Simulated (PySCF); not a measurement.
C₃H₉N, triplet, at the geometry of the source list (a higher spin typed on purpose: for a closed-shell molecule this is an excited state) (in this run its highest filled SCF level lies above zero, so its values depend strongly on the basis, on diffuse functions most of all). Base run: B3LYP/STO-3G in PySCF.

Geometry (Å):
```xyz
13

C     -0.6142     1.1159     0.5641
C     -0.0901     0.0202    -0.3604
C      1.3506    -0.3412    -0.0090
N     -0.9202    -1.1667    -0.1885
H      0.0031     2.0067     0.4857
H     -0.6002     0.7610     1.5907
H     -1.6370     1.3781     0.3033
H     -0.1122     0.3999    -1.4017
H      1.7236    -1.1143    -0.6770
H      1.3918    -0.7163     1.0097
H      1.9930     0.5309    -0.0946
H     -0.6027    -1.9127    -0.7982
H     -1.8854    -0.9614    -0.4241
```
Charge 0, spin multiplicity 3.
Orbitals are unrestricted.
All else is at PySCF's defaults.
Base energy -171.91549 Eh.

Each row names what was changed in the base input (with any setting that the change needs).

```csv
change,ΔE vs base (µEh),grid points,electrons on the grid
base,0.0,144528,33.99997
grids.prune = dft.gen_grid.treutler_prune,1.0,123720,33.99996
grids.level = 1,3.8,42912,33.99988
grids.prune = dft.gen_grid.sg1_prune,4.8,64120,33.99991
small_rho_cutoff = 0,0.0,144528,33.99997
"grids.atom_grid = (99, 590)",-3.4,423576,34.00000
grids.becke_scheme = stratmann,-1.8,144528,33.99997
grids.level = 7,-3.4,795928,34.00000
grids.radi_method = mura_knowles,-0.1,138696,33.99997
grids.level = 2,0.4,92968,33.99996
"grids.atom_grid = (150, 974)",-3.4,1059304,34.00000
```

Open shells are given as the SCF converged; they aren't shown to be the lowest states, and a large step between rows can be another state.
